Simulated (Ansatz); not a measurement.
`NBO[SiH2]F` + `[OH][GeH3]` → `F[SiH2][O][GeH3]` + `NBO`  (ligand exchange at the Si–O bond)

Calculated with Ansatz (gas phase, PBE0-D4/def2-TZVP geometries, no zero-point term in ΔE). CCSD(T)/CBS adds triple-zeta CCSD(T) − MP2 to the extrapolated MP2 energy (def2 sets, frozen cores). This one scheme is used for every species. For Ge outer-core shells are correlated without core-valence functions, which leaves a few kJ/mol of doubt a bond. Scalar relativity is left out up to krypton. One conformer a species, not always the lowest.

```csv
species,CCSD(T)/CBS(def2) energy (Eh)
`NBO[SiH2]F`,-546.75933
`[OH][GeH3]`,-2153.69723
`F[SiH2][O][GeH3]`,-2543.28863
`NBO`,-157.17416
```

Work out ΔE.

ΔE = (-2543.28863) + (-157.17416) − (-546.75933) − (-2153.69723) = -0.00623 Eh = -16.4 kJ/mol.

Largest T1 diagnostic among the species: 0.012.
